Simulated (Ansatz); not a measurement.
Job for Ansatz (a quantum-chemistry and plane-wave program): R-PBE0/def2-TZVPP on C2H7B (SMILES CBC), a point of a torsion scan.

Ansatz 0.2 input:
```yaml
crystal:
  periodic: [false, false, false]
  atoms:
    - {symbol: C, position_ang: [1.37648786, 0.18712401, 0.11901193]}
    - {symbol: B, position_ang: [0.12467691, -0.33672933, -0.67362048]}
    - {symbol: C, position_ang: [-0.96807520, -1.21009514, 0.04401150]}
    - {symbol: H, position_ang: [1.77558837, -0.55325139, 0.81013524]}
    - {symbol: H, position_ang: [1.06457238, 1.03162395, 0.73568665]}
    - {symbol: H, position_ang: [2.19126708, 0.53907082, -0.50895831]}
    - {symbol: H, position_ang: [-0.01928480, -0.06638602, -1.80697133]}
    - {symbol: H, position_ang: [-0.95652928, -2.21710030, -0.37497272]}
    - {symbol: H, position_ang: [-1.97177910, -0.83043203, -0.14215939]}
    - {symbol: H, position_ang: [-0.83645688, -1.30502822, 1.11913226]}
basis:
  gaussian:
    orbitals: def2-TZVPP
hamiltonian:
  xc: {name: PBE0}
scf: {lower_state_search: off}
```

It printed:

```
WARN ansatz: RAYON_NUM_THREADS=1 ignored (pool sized by the plan → 1); use --threads N
Functional definition: PBE0
these checks for a lower state are left out or cut short: stability, starts, cluster_reference, orbital_swaps, neighbouring_geometries, increment
integrals: 0.07 GiB planned
942 factors; their error is unknown
mean field: 0.78 GiB planned
mean field evaluation 1: about -2852.7406 eV, gradient 6.3e1 eV
mean field evaluation 2: about -2851.0515 eV, gradient 6.4e1 eV
mean field evaluation 4: about -2861.7523 eV, gradient 1.1e0 eV
mean field evaluation 8: about -2861.7446 eV, gradient 4.4e-1 eV
mean field evaluation 16: about -2861.7448 eV, gradient 6.8e-6 eV
mean field -2861.74481259 eV, -105.1671821025 hartree, gradient 6.8e-6 eV, S^2 0.000000; 0 other end points of the search recorded, 0 dependent functions left out
reference -2861.74484292 eV, -105.1671832169 hartree; 12, 12 occupied and 179, 179 virtual orbitals, 942 factors
Total energy: -2861.74484292 eV, -105.1671832169 hartree
Checks for a lower state left out: stability, starts, cluster_reference, orbital_swaps, neighbouring_geometries, increment
```

Self-consistency was reached.

Cost: very roughly 7 core-seconds.
